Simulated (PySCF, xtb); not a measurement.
C2H5N3Si, SMILES C1C=N[SiH](N=1)N.

GFN2-xTB (xtb) at its own geometry gives an orbital gap of 1.74 eV and a dipole moment of 1.32 D.

Geometry optimised at B3LYP-D3(BJ)/def2-SVP. This is a generated structure with no PubChem entry under its InChIKey; it may be hypothetical. Other conformers were not sampled.

**Question.** What does PBE/def2-TZVP (PySCF) give? (The exact figures need the calculation; the answer reports its results.)

**Answer.** gap 2.76 eV (levels -5.97 and -3.21 eV), dipole 1.21 D.
